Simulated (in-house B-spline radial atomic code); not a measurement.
RPA and G0W0 on PBEsol: Rb

Configuration [Kr] 5s1, highest spin, mean-field start PBEsol. Computed with a B-spline radial code for spherical atoms: all electrons, scalar-relativistic (spin-free one-electron X2C), finite nucleus, each spin shell either full or empty, empty states to l = 9 with an (l + 1/2)⁻⁴ tail; G0W0 by contour deformation at full frequency.

RPA overbinds a lone outer s electron by self-correlation, and G0W0 tends to as well.

Command:
```bash
python run_gw.py task.json out
```
Settings (radii: box in bohr, nucleus in fm):
```
Z                        37
electrons                37
configuration            [Kr] 5s1
hamiltonian              x2c
method                   pbesol
lmax                     9
rms_radius               4.2036
spin_polarised           True
box_radius               40
intervals                73
ion_configuration        [Ar] 3d10 4s2 4p6
```

Time taken, with all properties: 13 s on 1 thread of Arm Neoverse N1 (shared host).

Energies (hartree):

| term | value |
| --- | --- |
| mean-field total | -2978.77050 |
| Hartree-Fock functional on these orbitals | -2979.12170 |
| direct second order | -3.1309 |
| second-order exchange | 0.90831 |
| SOSEX correction | 0.83025 |

(1) What is the RPA correlation energy, and what remains with SOSEX?

Quasi-particle levels (eV):

| level | occupied | mean field | Σx - vxc | Σc | QP weight | G0W0 |
| --- | --- | --- | --- | --- | --- | --- |
| 5s up | yes | -2.450 | -1.34 | ? | ? | ? |
| 5s down | no | -1.601 | 2.84 | -1.76 | 0.722 | -0.521 |

G0W0 = mean field + (Σx - vxc) + Σc, with Σc (partial-wave tail included) taken at the quasi-particle energy. Only the outer levels were computed. Levels of low weight are left out.

(2) Where does G0W0 put 5s up?

(3) What does it cost to remove one electron (to [Ar] 3d10 4s2 4p6) by differences of total energies, each species on its own start (correlation terms add to the Hartree-Fock functional)?

Answers

(1) RPA gives -2.704 hartree (-1.99 eV per electron); RPA + SOSEX gives -1.8738, and the second-order doubles -2.2226 hartree (no singles). SOSEX takes back 31 % of the RPA value.

(2) At -4.285 eV, with Σc = -0.50 eV and a quasi-particle weight of 0.630. The tabulated removal energy is 4.177 eV (NIST, measured); the calculation leaves out spin-orbit coupling, Breit and QED terms, and what these don't explain is the method's own error.

(3) PBEsol 4.228 eV, Hartree-Fock functional 3.759 eV, + RPA 4.603 eV, + RPA + SOSEX 4.121 eV, + second order 4.449 eV. Tabulated: 4.177 eV (NIST, measured); the calculation leaves out spin-orbit coupling, Breit and QED terms, and what these don't explain is the method's own error.
